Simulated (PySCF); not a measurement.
## Nickel: a sound run and one with changed settings

Sound run: Ni [Ar] 3d8 4s2, Ni+ [Ar] 3d9. Calculation: PySCF 2.14, in cc-pVTZ-DK (7s6p4d2f1g, 68 functions); the spin-free X2C one-electron Hamiltonian (Gaussian nucleus). In the sound run the correlated levels freeze [Ar]. The sound run starts from symmetry-adapted Hartree-Fock orbitals and uses a fine grid where one is needed.

A second run was set up differently.

```csv
species,method,sound run (hartree),changed run (hartree),converged
Ni,MP2,-1519.42718,-1519.83324,yes
Ni+,MP2,-1519.17220,-1519.59633,yes
```

Ionisation energy of Ni:

| method | sound run (eV) | changed run (eV) |
| --- | --- | --- |
| UHF | 8.228 | 8.228 |
| MP2 | 6.938 | 6.447 |
| SCS-MP2 | 7.142 | 6.769 |

**Question.** What was changed?
A. all electrons correlated in a valence basis
B. level shift left on
C. too few SCF iterations
D. a valence shell is frozen

**Answer.** A. A valence basis has no tight correlating functions, so it recovers only part of the core correlation, and not evenly between atom and ion.
